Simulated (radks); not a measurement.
Valence configurations of Te I (all share [Kr]). Method: scalar-relativistic Kohn-Sham, PBE, spin-unpolarised, spherical densities, point nucleus; computed with a radial shooting solver on a logarithmic mesh with Libxc functionals. Energies are relative to 4d10 5s2 5p4; eigenvalues in eV.

valence           E (eV)    e(4d)   e(5p)    e(5s)
4d10 5s2 5p4       0.000  -41.653  -5.953  -15.109
4d9 5s2 5p5       38.256  -47.853  -7.015  -16.950
4d10 5s1 5p5       9.255  -42.997  -6.504  -15.858
4d9.5 5s1.5 5p5   23.285  -45.411  -6.757  -16.404
4d9 5s1.5 5p5.5   43.245  -48.489  -7.277  -17.301
4d8 5s2 5p6       81.654  -54.045  -8.055  -18.722
4d9.5 5s0.5 5p6   33.022  -46.685  -7.276  -17.102
4d9 5s1 5p6       48.279  -49.113  -7.532  -17.642
4d10 5s1.5 5p4.5   4.603  -42.333  -6.233  -15.490

NIST lists [Kr] 4d10 5s2 5p4 as the ground configuration; this level of theory agrees among the configurations tried. The energies are those of spherical spin-averaged densities, not of single terms.
